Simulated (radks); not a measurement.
Values are calculated unless marked as measured or tabulated.
Task: Numerical settings for the nitrogen ion N3+, [He] 2s2. Code: a radial shooting solver on a logarithmic mesh with Libxc functionals. Model: scalar-relativistic Kohn-Sham, PBE, spin-polarised, spherical densities, finite nucleus; Fermi nuclear charge, rms radius 2.5582 fm. The defaults (mesh step 0.008 in ln r, mesh end at 40 bohr or more with all orbitals vanishing there, Anderson mixing 0.5 over 9 steps, residual threshold near 1e-9 with the energy settled to 1e-9 hartree or 1e-11 of itself, here a cap of 86 iterations) give E = -51.1630 hartree and 2s at -68.125 eV in 13 iterations. Run on one thread of a shared host, so times are rough (Intel(R) Xeon(R) 6975P-C): 0.04 s of CPU time, 0.04 s wall, 13 iterations on 2189 mesh points. One setting is changed at a time: mesh step in ln r 0.12; mesh step in ln r 0.05; mesh step in ln r 0.012; mesh end (bohr) 12; mesh end (bohr) 5; residual threshold 1e-13; residual threshold 0.1; mixing 0.05; linear mixing, mixing 0.5; linear mixing, mixing 0.2; mixing history 3; iteration cap 8. Which runs fail to converge, and which converge to a wrong energy?

Result: Not converged within the cap: mesh step in ln r 0.12; residual threshold 1e-13; linear mixing, mixing 0.2; iteration cap 8. No run marked as converged misses the energy by more than 1 mhartree.
